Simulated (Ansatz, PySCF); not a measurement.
LuCl3(NH3) in two programs

LuCl3(NH3) (singlet in the valence; each metal's 4f electrons, 14 of them, lie in its core potential, out of spins and levels), relaxed with PySCF 2.14.0, RKS r2SCAN, Lu lcecp-1-SVP with ECP60, Cl def2-SVP, N def2-SVP, H def2-SVP; non-relativistic Hamiltonian with scalar-relativistic core potentials where named; density fitting; no spin-orbit coupling:

```xyz
8

Lu    0.0252   -0.0252    0.0252
Cl    1.1482    1.8329    1.1482
Cl   -1.8329   -1.1482    1.1482
Cl    1.1482   -1.1482   -1.8329
N    -1.3499    1.3499   -1.3499
H    -1.9613    1.9613   -0.8007
H    -0.8007    1.9613   -1.9613
H    -1.9613    0.8007   -1.9613
```

There the HOMO–LUMO gap is 6.23 eV. The 4f levels lie in the core potential and are missing.

The same geometry by Ansatz 0.2.0 (PBE, PAW with the 4f shell of lanthanides and the 5f shell of actinides in the valence, a periodic box with 9 Å of vacuum):

```tsv
spin-orbit coupling	gap (eV)	largest force component (eV/Å)
without	5.12	0.23
```

(1) What does the run with spin-orbit coupling give?

The spin-orbit runs use fully relativistic datasets of their own, so changes of a few hundredths of an eV needn't come from the coupling.

No frequency check is given that shows the relaxed geometry to be a minimum. An lcecp potential fixes the number of 4f electrons, so in runs with it no electron can move into or out of that shell.

The two programs differ in functional, so their gaps don't test each other.

Results:

(1) gap (eV): 5.11, largest force component (eV/Å): 0.25. It took 22 s on 2 threads of Arm Neoverse V2, with other jobs on the host, peak memory 2.4 GiB.
